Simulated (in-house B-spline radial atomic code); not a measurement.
Atomic self-consistent-field run: Hf VII (Hf6+) (with a hole in an inner shell). Computed with a B-spline radial code for spherical atoms: Dirac-Hartree-Fock, average of the jj configuration, Fermi nucleus of rms radius 5.347 fm.

In the input, a minus or plus after the letter marks the j = l - 1/2 or j = l + 1/2 subshell.

Command:
```bash
python run_scf.py task.json out
```
Settings (nuclear radius in fm, mass in u):
```
Z                72
configuration    1s2 2s2 2p6 3s2 3p6 3d10 4s2 4p-2 4p+3 4d10 4f13 5s2 5p6
hamiltonian      dirac
method           hf
spin_polarised   False
nucleus          fermi
rms_radius       5.347
atomic_mass      179.94656
speed_of_light   137.035999084
```

Output (hartree, bohr):
```
 radial grid: 67 intervals, B-splines of order 8, outer radius 21.6418 bohr

 iter        energy (Eh)    residual
    1      -15040.451170    7.72e-01
    2      -15050.694478    1.03e+00
    3      -15066.231370    1.75e-01
    4      -15066.589961    6.14e-02
    5      -15066.621571    7.40e-03
    6      -15066.622329    3.31e-03
    7      -15066.622452    5.95e-04
    8      -15066.622465    2.56e-04
    9      -15066.622466    8.07e-06
   10      -15066.622466    1.92e-07

 total energy                    -15066.62247
 kinetic                           16845.9824
 electron-nucleus                 -37300.6817
 electron-electron                  5388.0768

 first-order corrections (not in the total)
   Gaunt                            17.4329
   retardation                      -1.8420
   frequency dependence             -0.2875
   self-energy                      12.6103
   Uehling                          -2.2966
   Wichmann-Kroll                    0.0875
   recoil                            0.0286

 orbital      occ     eigenvalue          <r>       <r^2>       <1/r>       r_max    small
 1s1/2      2.000     -2420.3221    0.0189864 0.000495024     83.7758      0.0119  7.33e-02
 2s1/2      2.000      -421.9199     0.079709  0.00757296     20.3255      0.0682  1.66e-02
 2p1/2      2.000      -402.2573    0.0661939  0.00544464     20.2501     0.05098  1.66e-02
 2p3/2      4.000      -358.3289    0.0738836  0.00664656     17.2192     0.05757  1.51e-02
 3s1/2      2.000      -101.1439     0.207614   0.0494219     7.47195       0.192  5.44e-03
 3p1/2      2.000       -92.4636     0.197829    0.045603      7.3746      0.1803  5.37e-03
 3p3/2      4.000       -82.8649     0.212231   0.0522971      6.5918      0.1938  4.93e-03
 3d3/2      4.000       -68.3872     0.186299   0.0407889      6.4707      0.1524  4.80e-03
 3d5/2      6.000       -66.3129     0.190687   0.0426019     6.28483      0.1562  4.68e-03
 4s1/2      2.000       -24.1904     0.466712    0.245862     3.11972      0.4372  1.76e-03
 4p1/2      2.000       -20.6870     0.473375    0.254965     3.00889      0.4382  1.67e-03
 4p3/2      3.000       -18.4805     0.506515    0.292503     2.74557      0.4665  1.52e-03
 4d3/2      4.000       -12.5076     0.523618    0.317506      2.5362       0.465  1.33e-03
 4d5/2      6.000       -12.0175     0.534905    0.331206     2.47019      0.4742  1.29e-03
 4f5/2      5.571        -4.6663     0.605254     0.44851     2.05299      0.4462  9.30e-04
 4f7/2      7.429        -4.5683     0.613903    0.461837     2.02529      0.4512  9.10e-04
 5s1/2      2.000        -5.9730      1.09081     1.32933     1.22484      0.9971  3.98e-04
 5p1/2      2.000        -4.7396      1.17506     1.54902     1.12549       1.061  3.46e-04
 5p3/2      4.000        -4.3600      1.24942     1.75281     1.05364       1.133  3.22e-04
```

Run time, properties included: 1.5 s on 1 thread of Arm Neoverse V1, on a shared host.

For the Dirac Hamiltonian the kinetic term is c α·p + (β - 1)c².
